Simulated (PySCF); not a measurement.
H5O2PSi, SMILES O[SiH](O)P.

Coordinates come from a PBE0-D3(BJ)/def2-SVP optimisation. One conformer was computed; it need not be the lowest.

Computed with TDA-CAM-B3LYP/def2-SVPD run with PySCF.

Vertical excitations. Gas-phase values at a fixed geometry. State labels are in the subgroup Cs.

| state | symmetry | energy (eV) | λ (nm) | f | main pairs |
|---|---|---|---|---|---|
| S1 | A' | 6.70 | 185 | 0.040 | HOMO→LUMO 80 % |
| S2 | A" | 6.81 | 182 | 0.016 | HOMO→LUMO+1 52 %, HOMO→LUMO+4 38 % |
| S3 | A' | 7.28 | 170 | 0.171 | HOMO→LUMO+2 75 % |
| S4 | A" | 7.58 | 164 | 0.009 | HOMO→LUMO+4 55 %, HOMO→LUMO+1 32 % |
| S5 | A' | 7.58 | 164 | 0.205 | HOMO→LUMO+3 74 % |
| S6 | A" | 7.87 | 158 | 0.014 | HOMO−2→LUMO 79 % |
| S7 | A' | 7.92 | 157 | 0.016 | HOMO−1→LUMO 55 %, HOMO−3→LUMO 20 % |
| S8 | A' | 8.35 | 148 | 0.079 | HOMO−3→LUMO 41 %, HOMO−1→LUMO 18 %, HOMO−2→LUMO+1 14 %, HOMO−1→LUMO+3 7 % |
| S9 | A" | 8.56 | 145 | 0.010 | HOMO−1→LUMO+1 60 %, HOMO−4→LUMO 13 % |
| S10 | A' | 8.58 | 144 | 0.063 | HOMO→LUMO+5 53 %, HOMO−2→LUMO+1 13 %, HOMO−1→LUMO+2 9 %, HOMO→LUMO+8 9 % |
| T1 | A' | 5.74 | 216 | 0 | HOMO→LUMO+3 43 %, HOMO→LUMO 36 %, HOMO→LUMO+5 8 % |
| T2 | A" | 5.89 | 210 | 0 | HOMO→LUMO+4 72 %, HOMO→LUMO+1 18 % |
| T3 | A' | 6.77 | 183 | 0 | HOMO→LUMO+2 62 %, HOMO→LUMO+3 27 % |
| T4 | A' | 6.88 | 180 | 0 | HOMO→LUMO 41 %, HOMO→LUMO+3 17 %, HOMO→LUMO+2 16 %, HOMO→LUMO+7 9 % |
Triplets are in the Tamm–Dancoff approximation.
